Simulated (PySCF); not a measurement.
dimethyl carbonate (C3H6O3), SMILES COC(=O)OC.

Geometry: PBE0-D3(BJ)/def2-SVP.

The numbers are results of CAM-B3LYP/def2-TZVP (PySCF), not measurements.

Isolated molecule, no solvent.

Computed frontier levels, gap, dipole moment and polarisability:
```yaml
highest_occupied_level: -9.96 eV
lowest_empty_level: 2.11 eV
orbital_gap: 12.07 eV
dipole_moment: 0.099 e·Å
quadrupole, principal values (traceless, Buckingham form, about the centre of nuclear charge): -11.67, -1.31, 12.98 D·Å
mean_static_polarisability: 46.9 bohr³ (6.94 Å³)
polarisability_principal_values: 37.1, 44.2, 59.3 bohr³
```
